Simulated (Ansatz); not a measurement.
`O[SiH2]S` and `[SiH3]O[SiH2]S` differ in one atom or group.

Ansatz, PBE0-D4/def2-TZVP geometries, multiplicity 1. Each molecule was computed in one conformer, which needn't be the lowest.

```json
{"property": "HOMO energy (PBE/def2-TZVPP) / eV", "`O[SiH2]S`": "-6.45"}
{"property": "HOMO–LUMO gap (ωB97M-V/def2-TZVPP) / eV", "`O[SiH2]S`": "11.80"}
{"property": "HOMO–LUMO gap (PBE/def2-TZVPP) / eV", "`O[SiH2]S`": "5.84"}
{"property": "size of the dipole moment (ωB97M-V/def2-TZVPP) / D", "`O[SiH2]S`": "0.83"}
{"property": "HOMO energy (ωB97M-V/def2-TZVPP) / eV", "`O[SiH2]S`": "-9.91"}
{"property": "size of the dipole moment (PBE/def2-TZVPP) / D", "`O[SiH2]S`": "0.85"}
```

Question: What does the change do to each property? (Estimate.)

Answer: The calculation gave: 
```json
{"property": "HOMO energy (PBE/def2-TZVPP) / eV", "`[SiH3]O[SiH2]S`": "-6.55", "shift": "-0.10"}
{"property": "HOMO–LUMO gap (ωB97M-V/def2-TZVPP) / eV", "`[SiH3]O[SiH2]S`": "11.61", "shift": "-0.19"}
{"property": "HOMO–LUMO gap (PBE/def2-TZVPP) / eV", "`[SiH3]O[SiH2]S`": "5.62", "shift": "-0.22"}
{"property": "size of the dipole moment (ωB97M-V/def2-TZVPP) / D", "`[SiH3]O[SiH2]S`": "0.66", "shift": "-0.17"}
{"property": "HOMO energy (ωB97M-V/def2-TZVPP) / eV", "`[SiH3]O[SiH2]S`": "-10.01", "shift": "-0.10"}
{"property": "size of the dipole moment (PBE/def2-TZVPP) / D", "`[SiH3]O[SiH2]S`": "0.65", "shift": "-0.20"}
```

With PBE0 the HOMO falls by 0.09 eV and the LUMO falls by 0.33 eV, so the gap narrows by about 0.24 eV. PBE moves the HOMO by -0.10 eV and ωB97M-V by -0.10 eV. The zero-point energy changes by 42.2 kJ/mol with +9 modes. Dipoles are sizes alone; their direction can turn.
